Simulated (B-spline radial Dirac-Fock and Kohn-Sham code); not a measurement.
## The L3 (2p3/2) hole of vanadium ions: width and yield against charge

The computed values come from a radial B-spline solver: a relativistic independent-particle model: LDA orbitals of the hole state, radiative multipoles to third order, Auger rates from the Coulomb interaction with a continuum orbital, Dirac-Fock energies. Tabulated ground configurations, configuration averages; single configurations, so decays that open only by mixing (as 1s 2s² with 1s 2p² in Be-like ions) are missing and such tiny yields are far too low.

```tsv
ion	configuration	radiative (eV)	non-radiative (eV)	yield
V	[Ar] 3d3 4s2	0.000597	0.291	0.00205
V⁺	[Ar] 3d4	0.000688	0.293	0.00234
V²⁺	[Ar] 3d3	0.000613	0.293	0.00209
V³⁺	[Ar] 3d2	0.000494	0.291	0.00170
V⁴⁺	[Ar] 3d1	0.000328	0.288	0.00114
V⁵⁺	[Ne] 3s2 3p6	0.000111	0.286	0.000386
V⁸⁺	[Ne] 3s2 3p3	0.000133	0.0978	0.00136
V⁹⁺	[Ne] 3s2 3p2	0.000142	0.0502	0.00282
V¹⁰⁺	[Ne] 3s2 3p1	0.000151	0.0175	0.00856
V¹¹⁺	[Ne] 3s2	0.000161	0.00401	0.0386
V¹²⁺	[Ne] 3s1	8.37e-05	0	1.00
```
